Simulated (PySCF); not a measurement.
# Working out the ionisation energy of Ga(16+)

Ga(16+) [Ne] 3s2 3p3 (4S) → Ga(17+) [Ne] 3s2 3p2 (3P). Calculation: PySCF 2.14, in an uncontracted even-tempered set (18 s from 1.4 bohr⁻², ratio 2.5; 12 p from 1.8 bohr⁻², ratio 2.5; 5 d from 8.7 bohr⁻², ratio 2.7; 4 f from 13 bohr⁻², ratio 2.7); the spin-free X2C one-electron Hamiltonian (Gaussian nucleus). Frozen: 1s2; the 22 highest virtual orbitals dropped. Energies in hartree (1 hartree = 27.21139 eV):

```csv
part,Ga(16+) (lower),Ga(17+) (upper)
UHF,-1811.711101,-1789.765181
CCSD correlation,-0.489279,-0.475675
(T),-0.002041,-0.002175
```

Question: What does Hartree-Fock give?

Answer: (-1789.765181) − (-1811.711101) = 21.945920 hartree = 597.179 eV.

Question: What do CCSD and CCSD(T) give?

Answer: The CCSD correlation energies differ by 0.013604 hartree = 0.370 eV and the triples by -0.000134 hartree = -0.004 eV, so CCSD gives 597.549 eV and CCSD(T) 597.545 eV.

Reference: 599.8 ± 1.4 eV (semi-empirical (NIST evaluation); NIST Atomic Spectra Database, ionization energies), between the lowest levels; spin-orbit coupling is absent from the calculation.

What remains against the reference includes basis incompleteness, the frozen core and higher excitations.
